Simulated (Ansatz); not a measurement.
Reaction (formal exchange of groups at the Si–Te bond): `[NH2][AlH][SiH2][TeH]` + `[SiH3]Cl` → `[NH2][AlH][SiH2][SiH2]Cl` + H₂Te

Gas-phase electronic energies from Ansatz, PBE0-D4/def2-TZVP geometries. CCSD(T)/CBS is the MP2 limit (def2-TZVPP, def2-QZVPP) plus CCSD(T) − MP2 in def2-TZVPP, frozen cores. This one scheme is used for every species. Functionals use def2-TZVPP. Elements past krypton have def2 core potentials. For Te outer-core shells are correlated without core-valence functions, which leaves a few kJ/mol of doubt a bond. One conformer a species, not always the lowest.

`[NH2][AlH][SiH2][TeH]`:

Z-matrix (Å, degrees):
```
Si
Al 1 2.430
Te 1 2.523 2 99.3
H 1 1.490 2 115.3 3 -109.2
H 1 1.490 2 119.6 3 120.0
N 2 1.766 1 119.4 3 113.3
H 2 1.585 1 121.6 3 -61.3
H 3 1.660 1 91.8 2 43.7
H 6 1.008 2 124.7 1 -172.3
H 6 1.007 2 125.1 1 4.9
```

`[SiH3]Cl`:

Cartesian coordinates in Å:
```
Si 0.014 -0.125 0.028
Cl -0.215 1.867 -0.416
H 1.443 -0.481 -0.131
H -0.821 -0.914 -0.906
H -0.422 -0.348 1.425
```

`[NH2][AlH][SiH2][SiH2]Cl`:

```xyz
12

N     2.178   -0.826   -0.017
Al    1.632    0.745    0.568
Si   -0.798    1.054    0.676
Si   -1.848   -0.412   -0.807
Cl   -1.154   -2.334   -0.427
H     3.139   -1.108   -0.121
H     1.557   -1.580   -0.269
H     2.713    1.836    0.956
H    -1.238    2.434    0.310
H    -1.349    0.765    2.033
H    -1.504   -0.105   -2.220
H    -3.327   -0.470   -0.683
```

H₂Te:

Cartesian coordinates in Å:
```
Te 0.586 0.011 -0.511
H 0.435 0.368 1.099
H -1.021 -0.379 -0.589
```

```
          level  ΔE (kJ/mol)
        ωB97M-V         51.4
CCSD/def2-TZVPP         50.0
```

Question: What does CCSD(T)/CBS give? (Estimate.)

Answer: Computed: +55.2 kJ/mol. The listed levels differ from it by -3.8, -5.2 kJ/mol.

Largest T1 diagnostic among the species: 0.013.

From PBE to PBE0 (25 % exact exchange), in def2-TZVPP and without D4, ΔE moves by +4.0 kJ/mol. The D4 term adds −4.1 kJ/mol with B3LYP and −2.7 kJ/mol with PBE0; it sums over pairs of atoms, weighted by their polarisabilities, and B3LYP, whose exchange is more repulsive, gets the larger term.

B3LYP here is the variant with VWN-RPA as its local correlation; programs differ in this.
